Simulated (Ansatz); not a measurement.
`CC(C)(C)[O][Sn][O]C(C)(C)C`, charge 0, multiplicity 1.

(1) Give a relaxed structure at PBE0-D4/def2-TZVP (Ansatz). (Best estimate.)

Answers

(1) The calculation gave: 
Cartesian coordinates in Å:
```
C -1.445 2.207 1.178
C 0.059 2.034 1.002
C 0.703 1.668 2.335
C 0.670 3.325 0.468
O 0.256 0.952 0.117
Sn 1.324 0.804 -1.558
O 0.903 -1.077 -1.926
C 0.125 -2.092 -1.310
C 0.271 -3.330 -2.184
C -1.335 -1.657 -1.250
C 0.656 -2.370 0.091
H -1.887 1.277 1.541
H -1.911 2.455 0.221
H -1.673 3.004 1.891
H 0.538 2.446 3.084
H 1.780 1.532 2.210
H 0.282 0.731 2.707
H 0.493 4.155 1.156
H 1.753 3.225 0.342
H 0.231 3.592 -0.498
H -0.302 -4.167 -1.778
H -0.086 -3.121 -3.195
H 1.321 -3.624 -2.246
H -1.438 -0.767 -0.627
H -1.960 -2.450 -0.832
H -1.698 -1.431 -2.256
H 0.554 -1.480 0.716
H 0.105 -3.189 0.560
H 1.711 -2.651 0.042
```
This is one stationary point; other conformers may exist.
